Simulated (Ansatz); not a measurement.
Reaction (ligand exchange at a Ge–O bond): `[OH][GeH]([OH])[F]` + H–F → `[OH][GeH]([F])[F]` + H₂O

Computed with Ansatz on PBE0-D4/def2-TZVP structures; ΔE is electronic, products minus reactants. CCSD(T)/CBS adds triple-zeta CCSD(T) − MP2 to the extrapolated MP2 energy (def2 sets, frozen cores). This one scheme is used for every species. For Ge outer-core shells are correlated without core-valence functions, which leaves a few kJ/mol of doubt a bond. Scalar relativity is left out up to krypton. Each species was taken in one conformer, which may not be the lowest.

```tsv
species	HF/def2-QZVPP energy (Eh)
`[OH][GeH]([OH])[F]`	-2326.55400
H–F	-100.07004
`[OH][GeH]([F])[F]`	-2350.57122
H₂O	-76.06663
```

Problem. Work out ΔE.

Solution. ΔE = (-2350.57122) + (-76.06663) − (-2326.55400) − (-100.07004) = -0.01381 Eh = -36.3 kJ/mol. CCSD(T)/CBS gives -24.8 kJ/mol.

Largest T1 diagnostic among the species: 0.012.

Leaving LDA and LC-ωPBE aside and taking each functional with its dispersion term where it has one, the values, not all of them listed here, spread over 7.8 kJ/mol, from B97M-V to PBE-QIDH. LDA lies +5.5 kJ/mol from PBE without D4. At CCSD(T), def2-SVP lies −6.4 kJ/mol from the extrapolated value and def2-TZVPP −0.7 kJ/mol.
